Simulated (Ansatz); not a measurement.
Gas-phase reaction in SMILES: CC(=O)[OH+][GeH3] → CC(=[OH+])[O][GeH3]
Structures are relaxed separately at B3LYP-D3(BJ)/def2-TZVP in Ansatz (a quantum-chemistry and plane-wave program), one conformer each, not searched for the lowest.

Property: isomerisation energy (electronic energy difference), in eV. Correlated levels leave the core frozen unless marked. Spin-orbit coupling is left out. Frozen are the shells of the preceding noble gas and the d and f shells that filled before the atom's block. No relativistic terms. Basis-set limits of correlation are two-point, X^-3; Hartree-Fock from the larger set.

| level | program | isomerisation energy (eV) |
|---|---|---|
| revPBE-D3(BJ)/def2-TZVPD | Ansatz + dftd3 | ___ |
| B3LYP/def2-TZVPD | Ansatz | ___ |
| PBE0/STO-3G | Ansatz | -0.59 |
| BHLYP-D4/def2-TZVPD | Ansatz + dftd4 | -0.87 |
| BHLYP/def2-TZVPD | Ansatz | -0.87 |
| CAM-B3LYP-D4/def2-TZVPD | Ansatz + dftd4 | ___ |
| B2GP-PLYP-D4/def2-TZVPD | Ansatz + dftd4 | ___ |
| B2PLYP-D3(BJ)/def2-TZVPD | Ansatz + dftd3 | -0.74 |
| RPA@PBE/cc-pVQZ | Ansatz | -0.74 |
| SCS-MP2/6-31G* | Ansatz | -0.66 |
| CCSD(T)/CBS(cc-pVTZ,cc-pVQZ) | Ansatz | -0.75 |

Question: Complete the blanks.

Answer: 
- revPBE-D3(BJ)/def2-TZVPD, isomerisation energy (eV): -0.71
- B3LYP/def2-TZVPD, isomerisation energy (eV): -0.78
- CAM-B3LYP-D4/def2-TZVPD, isomerisation energy (eV): -0.81
- B2GP-PLYP-D4/def2-TZVPD, isomerisation energy (eV): -0.76
